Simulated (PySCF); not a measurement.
# Electron correlation in Sc (scandium, neutral)

[Ar] 4s2 5s1, 2S determinant (an excited configuration). Calculation: PySCF 2.14, in dyall-av2z (16s12p7d2f, 101 functions); the non-relativistic Hamiltonian (point nucleus). Frozen: [Ar]; 3 electrons correlated; the 25 highest virtual orbitals of each spin left out.

| level | correlation energy (mhartree) |
| --- | --- |
| CCSD | -38.61 |
| (T) | -1.81 |
| CCSD(T) | -40.42 |

Diagnostics: T1 = 0.029, D1 = 0.0717, largest double amplitude 0.109.

The outer electron is Rydberg-like, and this basis confines it to a smaller radius and binds it less than a complete one would.

Cost of the coupled-cluster step: about 18 core-seconds, for 3 correlated electrons.
